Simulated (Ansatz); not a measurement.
Geometry optimisation, RKS B3LYP/6-31G* in Ansatz 0.2.0.

Input:

```yaml
crystal:
  periodic: [false, false, false]
  atoms:
    - { symbol: C, position_ang: [1.2187, 1.2063, 0.901] }
    - { symbol: C, position_ang: [0.8069, 0.0325, 0.4581] }
    - { symbol: F, position_ang: [1.7707, -0.8467, 0.183] }
    - { symbol: Si, position_ang: [-0.8386, -0.5266, 0.1636] }
    - { symbol: "N", position_ang: [-1.1525, -0.7766, -1.5192] }
    - { symbol: H, position_ang: [0.4483, 2.0448, 1.1174] }
    - { symbol: H, position_ang: [2.2481, 1.4906, 1.0258] }
    - { symbol: H, position_ang: [-1.1373, -1.8154, 0.8223] }
    - { symbol: H, position_ang: [-1.8844, 0.5048, 0.6411] }
    - { symbol: H, position_ang: [-0.4837, -1.462, -1.804] }
    - { symbol: H, position_ang: [-0.9307, 0.0912, -1.9685] }
basis:
  gaussian: { orbitals: "6-31G*" }
hamiltonian:
  xc: b3lyp
relax:
  f_tol: 0.015
  max_steps: 40
```

Run as:

```bash
$ ansatz run input.yaml --threads 1 --pin off --max-ram 2048MiB --backend cpu --events-out ev --progress --plain --runs-dir out
```

Task: Where does it end, and by what steps?

Result: It converged. After 9 steps the energy has fallen by 0.565 eV; H10 moved furthest, 0.44 Å.

| step | energy less start (eV) | largest force component (eV/Å) | accepted |
| --- | --- | --- | --- |
| 0 | 0.0000 | 3.949 | yes |
| 1 | -0.4298 | 1.511 | yes |
| 2 | -0.5211 | 0.631 | yes |
| 3 | -0.5216 | 0.522 | yes |
| 4 | -0.5472 | 0.598 | yes |
| 5 | -0.5633 | 0.120 | yes |
| 6 | -0.5643 | 0.108 | yes |
| 7 | -0.5650 | 0.041 | yes |
| 8 | -0.5652 | 0.051 | yes |
| 9 | -0.5653 | 0.007 | yes |

```xyz
11
Properties=species:S:1:pos:R:3
C 1.254 1.291 1.051
C 0.899 0.126 0.510
F 1.883 -0.774 0.193
Si -0.841 -0.486 0.098
N -1.165 -0.827 -1.568
H 0.497 2.025 1.309
H 2.293 1.536 1.252
H -1.054 -1.760 0.831
H -1.758 0.585 0.564
H -0.819 -1.692 -1.965
H -1.124 -0.081 -2.253
```

Whether the end is a true minimum wasn't checked by a vibrational analysis.

The run took 38 s on 1 thread of Intel(R) Xeon(R) Platinum 8488C (Sapphire Rapids), with other jobs on the host, peak memory 0.22 GiB.
